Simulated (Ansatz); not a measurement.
`C/C(Br)=[CH]\[AlH2]`, relaxed with RKS PBE0-D4/def2-TZVP in Ansatz from a PBE-D4/def2-SVP geometry. The force threshold is 0.005 eV/Å; the program also tests the step.

Charge 0, multiplicity 1.

Start:

```xyz
11

C    -0.118   -0.722   -1.353
C    -0.850    0.221   -0.448
Br   -2.551    0.763   -1.201
C    -0.466    0.703    0.757
Al    1.206    0.285    1.672
H     0.077   -0.248   -2.337
H     0.847   -1.030   -0.904
H    -0.729   -1.627   -1.552
H    -1.170    1.398    1.250
H     2.260   -0.744    1.042
H     1.494    1.003    3.073
```

```json
{"step": "1", "energy (eV)": "-79837.6042", "largest force (eV/Å)": "0.623", "largest move (Å)": "0.000"}
{"step": "2", "energy (eV)": "-79837.6457", "largest force (eV/Å)": "0.154", "largest move (Å)": "0.035"}
{"step": "3", "energy (eV)": "-79837.6483", "largest force (eV/Å)": "0.017", "largest move (Å)": "0.009"}
{"step": "4 (rejected)", "energy (eV)": "-79837.6482", "largest force (eV/Å)": "0.024", "largest move (Å)": "0.008"}
{"step": "5", "energy (eV)": "-79837.6484", "largest force (eV/Å)": "0.005", "largest move (Å)": "0.004"}
{"step": "6", "energy (eV)": "-79837.6484", "largest force (eV/Å)": "0.003", "largest move (Å)": "0.007"}
{"step": "7", "energy (eV)": "-79837.6484", "largest force (eV/Å)": "0.006", "largest move (Å)": "0.016"}
{"step": "8 (rejected)", "energy (eV)": "-79837.6484", "largest force (eV/Å)": "0.008", "largest move (Å)": "0.011"}
{"step": "9", "energy (eV)": "-79837.6485", "largest force (eV/Å)": "0.003", "largest move (Å)": "0.005"}
```

End:

```xyz
11

C    -0.115   -0.719   -1.332
C    -0.841    0.226   -0.442
Br   -2.525    0.757   -1.197
C    -0.465    0.707    0.742
Al    1.193    0.281    1.649
H     0.073   -0.258   -2.305
H     0.837   -1.014   -0.887
H    -0.717   -1.613   -1.513
H    -1.156    1.393    1.227
H     2.248   -0.714    1.004
H     1.468    0.955    3.056
```

It took 45 s on 4 threads of an Arm Neoverse V1 on a shared host, with 0.68 GiB of host memory at the peak.
